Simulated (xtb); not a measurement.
Al(Cl)2(SMe) (CH3AlCl2S), SMILES [Cl][Al]([S]C)[Cl]. All values are semi-empirical tight-binding results from xtb (GFN2-xTB unless named), good for trends rather than for accurate numbers. Geometry optimised at GFN2-xTB. Other conformers were not sampled.

Optimised geometry:

```xyz
8

Al     0.1085     0.0250     0.4205
Cl     0.0767    -0.8448     2.2480
Cl     0.9563     1.8366     0.0517
S     -0.8427    -1.1001    -1.2197
C     -0.6218    -0.0191    -2.6878
H     -0.0988     0.8930    -2.4165
H     -1.6074     0.2130    -3.0774
H     -0.0528    -0.5754    -3.4256
```

For metal compounds this method's bond lengths and energies can be far off.

Computed properties:
| Item | Result |
|---|---|
| point group as xtb finds it | Cs |
| orbital gap | 3.32 eV |
| zero-point energy | 26.1 kcal/mol |
| G − E(el) at 298.15 K (modified RRHO) | 4.4 kcal/mol |

Computed atomic charges and the Wiberg bond orders between heavy atoms:
charges (e) Al1 0.37, Cl2 -0.14, Cl3 -0.16, S4 -0.22, C5 -0.06, H6 0.07, H7 0.07, H8 0.07. Bond orders Al1–Cl2 1.34, Al1–Cl3 1.29, Al1–S4 1.19, S4–C5 0.97.
